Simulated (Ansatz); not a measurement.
GeH3 (SMILES [GeH3]) moved off its minimum; all values from Ansatz (a first-principles code), cores frozen in correlated methods. Open shells are unrestricted.
(charge 0, multiplicity 2)
```xyz
4

Ge    -0.06798     0.04632     0.00933
H     -0.84133    -1.21784    -0.45602
H     -0.61518     1.20366    -0.30485
H      1.43767    -0.19926    -0.41214
```

Forces at B3LYP/def2-TZVPP (eV/Å):

```json
[
 {"atom": "Ge1", "Fx": "3.028", "Fy": "-5.813", "Fz": "1.328"},
 {"atom": "H2", "Fx": "-0.036", "Fy": "0.302", "Fz": "0.066"},
 {"atom": "H3", "Fx": "-2.367", "Fy": "5.165", "Fz": "-1.545"},
 {"atom": "H4", "Fx": "-0.625", "Fy": "0.345", "Fz": "0.152"}
]
```

Question: Give the forces (eV/Å), the total energy and the dipole at CCSD(T)/aug-cc-pVTZ.

Answer: 
```json
[
 {"atom": "Ge1", "Fx": "3.159", "Fy": "-6.062", "Fz": "1.423"},
 {"atom": "H2", "Fx": "-0.086", "Fy": "0.226", "Fz": "0.052"},
 {"atom": "H3", "Fx": "-2.523", "Fy": "5.499", "Fz": "-1.619"},
 {"atom": "H4", "Fx": "-0.550", "Fy": "0.337", "Fz": "0.145"}
]
```
Energy -2077.2276 hartree, dipole 0.50 D.
